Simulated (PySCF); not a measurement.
These 3 structures share the formula C5H9B. Theory: PBE0-D3(BJ)/def2-SVP geometry optimisation, gas phase (PySCF). One conformer each; no zero-point energy, no entropy. No frequencies were run at this level. Point groups hold within 0.08 Å.

Question: Order them by energy at this level, lowest first, and give relative energies in kcal/mol.
A. `[BH2:1][CH2:2][C:3](=[CH2:4])[CH:5]=[CH2:6]` with H–B1–C2–C3 -31° and 154°, B1–C2–C3–C4 114°, C2–C3–C5–C6 1°
B. `[CH3:1][C:2]#[C:3][BH:4][CH2:5][CH3:6]` with C3–B4–C5–C6 174°
C. `CB(C)C=C=C`

Answer: C (0.0), B (10.3), A (17.9).

As drawn, the lowest has cumulated double bonds, which the highest lacks.

```json
{"SMILES": "C=C=CB(C)C", "E (Eh)": "-220.32823", "E rel (kcal/mol)": "0.0", "dipole (D)": "0.36", "point group": "–", "A, B, C (MHz)": "7046, 1967, 1585"}
{"SMILES": "CC#CBCC", "E (Eh)": "-220.31189", "E rel (kcal/mol)": "10.3", "dipole (D)": "1.82", "point group": "–", "A, B, C (MHz)": "21403, 1110, 1077"}
{"SMILES": "BCC(=C)C=C", "E (Eh)": "-220.29976", "E rel (kcal/mol)": "17.9", "dipole (D)": "0.60", "point group": "C1", "A, B, C (MHz)": "3913, 3811, 2141"}
```

Q: As an exercise, what shares would exp(−E/RT) give at 2000 K from these electronic energies alone (no entropy, no degeneracies)?

A: RT = 3.974 kcal/mol: C=C=CB(C)C 92.0 %, CC#CBCC 7.0 %, BCC(=C)C=C 1.0 %.
